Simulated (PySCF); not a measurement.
FGe, SMILES [F][Ge] (connectivity only; charge and spin as stated), charge +1, multiplicity 1.

Geometry optimised at PBE0-D3(BJ)/def2-TZVPD. The spin state was assumed, not searched.

Two levels are set side by side: PBE/def2-TZVPD (PySCF) and PBE0/def2-TZVPD (PySCF). Same geometry, gas phase. Differences are taken from unrounded values.

| quantity | PBE |
|---|---|
| orbital gap (eV) | 5.71 |
| highest occupied level (eV) | -16.50 |
| lowest empty level (eV) | -10.78 |
| mean polarisability (bohr³) | 19.9 |

These are the PBE values. What does PBE0 give? (The exact figures need the calculation; the answer reports its results.)


```
quantity                       PBE0  PBE minus PBE0
---------------------------  ------  --------------
orbital gap (eV)               7.91           -2.20
highest occupied level (eV)  -17.80            1.31
lowest empty level (eV)       -9.89           -0.89
mean polarisability (bohr³)    19.6             0.3
```

PBE's occupied levels lie high since its potential decays too fast outside the molecule; exact exchange lowers them and widens the gap. Differences between two approximate levels are no errors against the true value.

Rough cost on one machine, each run with all the roots and properties that it gave: PBE0 against PBE within a factor of 2.
